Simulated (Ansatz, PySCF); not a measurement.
C$_{3}$H$_{10}$GeO (SMILES C[O][GeH]([CH3])[CH3]), singlet, at a GFN2-xTB geometry, with bond 10-3 at 1.8 times its length. Base run: PySCF with CASSCF(4,4)/STO-3G.

Input for PySCF:
```python
from pyscf import gto, scf, mcscf
import numpy

mol = gto.Mole()
mol.atom = '''
    Ge    0.307553   -0.036047   -0.340134
    C     1.193418    1.718723   -0.439064
    C     1.167102   -1.355233    0.871680
    O    -1.287572    0.413988    0.305906
    C    -2.331251   -0.483012    0.593019
    H     0.071626   -0.671516   -1.711104
    H     2.170039    1.638956   -0.907246
    H     0.589143    2.415736   -1.011199
    H     1.321117    2.121458    0.561828
    H     0.163711   -3.034562    0.914594
    H     1.207207   -0.953481    1.881242
    H     2.179639   -1.574360    0.549371
    H    -2.618666   -1.065151   -0.286797
    H    -2.058957   -1.175953    1.394112
    H    -3.187544    0.111226    0.917489
'''
mol.basis = 'sto-3g'
mol.charge = 0
mol.spin = 0
mol.verbose = 3
mol.build()

mf = scf.RHF(mol)
mf.kernel()
mc = mcscf.CASSCF(mf, 4, 4)
mc.fix_spin_(ss=0.0)
mc.kernel()
occ = numpy.linalg.eigvalsh(mc.fcisolver.make_rdm1(mc.ci, mc.ncas, mc.nelecas))[::-1]
ss = mc.fcisolver.spin_square(mc.ci, mc.ncas, mc.nelecas)[0]
print('natural occupations', occ.round(4), ' <S^2>', round(ss, 4))
```

Programs used: Ansatz (a first-principles code), PySCF; a row that names a program was run with it.

The base run was repeated with changes; each row names its change, and settings that it needs were set with it.

```tsv
change	ΔE vs base (mEh)	natural occupations	<S^2> of the state	outcome
base	0.000	1.98 1.72 0.28 0.02	0.00	converged
active space = 6 electrons, 6 orbitals	-26.834	1.98 1.97 1.72 0.28 0.03 0.02	0.00	converged
active space = 4 electrons, 5 orbitals	-	-	-	not converged
code = ansatz; correction = SC-NEVPT2, all electrons	-208.6	-	-	converged
fix_spin_ = off	0.000	1.98 1.72 0.28 0.02	0.00	converged
solver = newton	0.000	1.98 1.72 0.28 0.02	0.00	converged
orbitals = fixed (CASCI)	55.348	2.00 1.85 0.15 0.00	0.00	converged
orbitals = fixed (CASCI); correction = SC-NEVPT2	-202.6	2.00 1.85 0.15 0.00	0.00	converged
conv_tol = 1e-5	0.339	1.98 1.72 0.28 0.02	0.00	converged
correction = SC-NEVPT2	-208.7	1.98 1.72 0.28 0.02	0.00	converged
active space = 6 electrons, 7 orbitals	-	-	-	not converged
```

Active orbitals are taken around the Fermi level unless the row says otherwise; CASSCF can end in different local minima, and two programs can end on different orbitals. State-averaged rows give the lowest state.

Ansatz warned in this series: other orbitals give a lower active-space energy.
